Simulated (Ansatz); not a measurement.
**KHO, singlet: energies of several shapes or isomers**

Computed with Ansatz's Gaussian-basis code (development build). Basis def2-SVP, nonrelativistic, 6 orbitals frozen in the corrections; active space CAS(8,5). Restricted Hartree–Fock, then the lowest state-specific CASSCF solution met for each case. A minimal or small basis: far from the basis limit. On stretched bonds single-reference methods can fail or change state. Unlike active orbitals can shift such differences by tenths of an eV, at times by over 1 eV.

Case A:

```xyz
3

K     0.0000    0.0000    2.2000
O     0.0000    0.0000    0.0000
H     0.0000    0.0000   -0.9600
```

Case B. A bond is stretched, to 1.23 times the sum of the covalent radii.

```xyz
3

K     0.0000    0.0000    3.3000
O     0.0000    0.0000    0.0000
H     0.0000    0.0000   -0.9600
```

Energy less that of case A, in eV:

| case | RHF/ROHF | CASSCF |
| --- | --- | --- |
| B | +1.865 | +1.869 |

Give the SC-NEVPT2 energies against case A.

B: +1.990 eV (45.9 kcal/mol).
